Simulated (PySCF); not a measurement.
Correlation energy of Bi (bismuth, neutral)

[Xe] 4f14 5d10 6s1 6p3 7s1, high-spin 6S determinant (an excited configuration). Calculation: PySCF 2.14, in aug-cc-pwCVTZ-PP with ECP60MDF (8s7p6d4f1g, 96 functions); scalar relativity through the core potential. Frozen: 5s2 5p6 5d10; 5 electrons correlated.

| level | correlation energy (mhartree) |
| --- | --- |
| CCSD | -28.91 |
| (T) | -0.62 |
| CCSD(T) | -29.53 |

Diagnostics: T1 = 0.0088, D1 = 0.0263, largest double amplitude 0.024.

Spin-orbit coupling is strong in this species (close to jj coupling), so the high-spin LS determinant is a model state, not a physical level. The outer electron is Rydberg-like, and this basis confines it to a smaller radius and binds it less than a complete one would.

Cost of the coupled-cluster step: of the order of 15 core-seconds, for 5 correlated electrons.

Iterations:

```
CC2 = 0
CCSD nocc = (np.int64(5), np.int64(0)), nmo = (87, 87)
frozen orbitals [[0, 1, 2, 3, 4, 5, 6, 7, 8], [0, 1, 2, 3, 4, 5, 6, 7, 8]]
max_cycle = 100
direct = 0
conv_tol = 1e-08
conv_tol_normt = 1e-06
diis_space = 8
diis_start_cycle = 0
Init t2, MP2 energy = -0.0225283105362899
Init E_corr(UCCSD) = -0.0225283106524849
cycle = 1  E_corr(UCCSD) = -0.0272337837017498  dE = -0.00470547305  norm(t1,t2) = 0.0326732
cycle = 2  E_corr(UCCSD) = -0.0284111083819089  dE = -0.00117732468  norm(t1,t2) = 0.0114237
cycle = 3  E_corr(UCCSD) = -0.0289528580770514  dE = -0.000541749695  norm(t1,t2) = 0.00467218
cycle = 4  E_corr(UCCSD) = -0.0289139060727331  dE = 3.89520043e-05  norm(t1,t2) = 0.000659947
cycle = 5  E_corr(UCCSD) = -0.0289148442620948  dE = -9.38189362e-07  norm(t1,t2) = 5.46092e-05
cycle = 6  E_corr(UCCSD) = -0.0289146307043156  dE = 2.13557779e-07  norm(t1,t2) = 6.17114e-06
cycle = 7  E_corr(UCCSD) = -0.0289147147454533  dE = -8.40411377e-08  norm(t1,t2) = 1.11972e-06
cycle = 8  E_corr(UCCSD) = -0.028914697027555  dE = 1.77178983e-08  norm(t1,t2) = 2.01847e-07
cycle = 9  E_corr(UCCSD) = -0.0289146974483861  dE = -4.20831078e-10  norm(t1,t2) = 2.07839e-08
UCCSD converged
E(UCCSD) = -213.207757384505  E_corr = -0.0289146974483861
UCCSD(T) correction = -0.000622943869340515
```

Spin-orbit coupling is strong in this species, so the high-spin LS determinant is a model state.
